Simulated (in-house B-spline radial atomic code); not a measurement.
The numbers below are computed, except where a source is named.
## Weak and strong correlation along the adiabatic connection

Two-electron singlets in several external potentials (atomic units), by full CI in B-splines with partial waves to l = 8 (correlation energies up to 0.6 % small). The repulsion is scaled by λ at fixed density; W(λ) is the mean repulsion less the Hartree energy, W(0) = E_x, and the area under W from 0 to 1 is E_xc.

Relative drop (W(λ) − E_x)/E_x:

```tsv
system	λ = 0.12	λ = 0.25	λ = 0.4	λ = 0.6	λ = 0.8	λ = 1
empty sphere, radius 1.15 bohr	0.0086	0.0176	0.0275	0.0399	0.0516	0.0625
ω²r²/2 − Z/r, ω = 0.107, Z = 0.5	0.0340	0.0647	0.0941	0.1257	0.1511	0.1719
ω²r²/2 − Z/r, ω = 0.174, Z = 1.5	0.0147	0.0295	0.0452	0.0643	0.0815	0.0970
ω²r²/2 − Z/r, ω = 0.426, Z = 0.3	0.0213	0.0420	0.0632	0.0876	0.1086	0.1267
ω²r²/2 − Z/r, ω = 0.0392, Z = 1	0.0299	0.0579	0.0857	0.1165	0.1419	0.1630
−Z/r, Z = 4.27, wall at 1.4 bohr	0.0044	0.0092	0.0145	0.0213	0.0279	0.0343
−Z/r, Z = 13	0.0014	0.0029	0.0047	0.0069	0.0092	0.0115
```

(1) Order the systems by how far second-order (GL2) theory, half the initial slope (estimated from the first points of each curve), overshoots the correlation energy, least first.
A. empty sphere, radius 1.15 bohr
B. ω²r²/2 − Z/r, ω = 0.426, Z = 0.3
C. ω²r²/2 − Z/r, ω = 0.107, Z = 0.5
D. −Z/r, Z = 4.27, wall at 1.4 bohr
E. ω²r²/2 − Z/r, ω = 0.174, Z = 1.5
F. ω²r²/2 − Z/r, ω = 0.0392, Z = 1
G. −Z/r, Z = 13

(2) What else changes along this order?

Results:

(1) G (GL2/E_c = 1.02), D (GL2/E_c = 1.06), A (GL2/E_c = 1.11), E (GL2/E_c = 1.20), B (GL2/E_c = 1.31), F (GL2/E_c = 1.40), C (GL2/E_c = 1.51).

(2) The ratio follows the bend of the curve. With it the leading natural occupation goes from 2.000 to 1.903 and −T_c/E_c from 0.98 to 0.67 between the first and the last.
